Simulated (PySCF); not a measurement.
What does the GFN2-xTB structure of `C=C(C)CC(C)(C)C` (diisobutylene) look like in three dimensions?

```
atom  x, y, z in Å
C1     2.1214    1.2907   -0.0175
C2     1.5783    0.1221   -0.3228
C3     2.3158   -1.1662   -0.1094
C4     0.2195    0.0120   -0.9632
C5    -0.9825    0.0470    0.0106
C6    -1.0660    1.3996    0.7179
C7    -2.2578   -0.1678   -0.8108
C8    -0.8725   -1.0600    1.0598
H9     1.6206    2.2237   -0.2117
H10    3.0957    1.3633    0.4368
H11    1.7133   -1.8778    0.4506
H12    2.5465   -1.6193   -1.0746
H13    3.2487   -0.9983    0.4234
H14    0.1710   -0.9232   -1.5258
H15    0.0931    0.8350   -1.6707
H16   -1.9382    1.4309    1.3679
H17   -0.1805    1.5676    1.3253
H18   -1.1503    2.2069   -0.0063
H19   -3.1353   -0.1299   -0.1687
H20   -2.3591    0.6028   -1.5720
H21   -2.2394   -1.1370   -1.3049
H22   -0.0158   -0.8906    1.7076
H23   -1.7667   -1.0773    1.6802
H24   -0.7717   -2.0346    0.5861
```

Any rigid rotation of these coordinates is as good. Atoms count from 1 in this order. The C–C distances run from 1.324 Å (C1=C2, drawn double) to 1.547 Å (C4–C5, drawn single), a spread of 0.223 Å. Of the pairs four or more bonds apart, C1···H17 is among the closest relative to their van der Waals radii: 2.68 Å, 92 % of the sum of Bondi's values.

Bonds between heavy atoms (Å): C1=C2 1.324, C2–C3 1.500, C2–C4 1.506, C4–C5 1.547, C5–C6 1.529, C5–C7 1.532, C5–C8 1.529.

Structure optimised with GFN2-xTB, isolated species.

Point group: C1 (no symmetry element, even within 0.4 Å). Not checked by GFN2-xTB frequencies. The numbers are those of one conformer (C1–C2–C4–C5 -84°).

These are computed values.
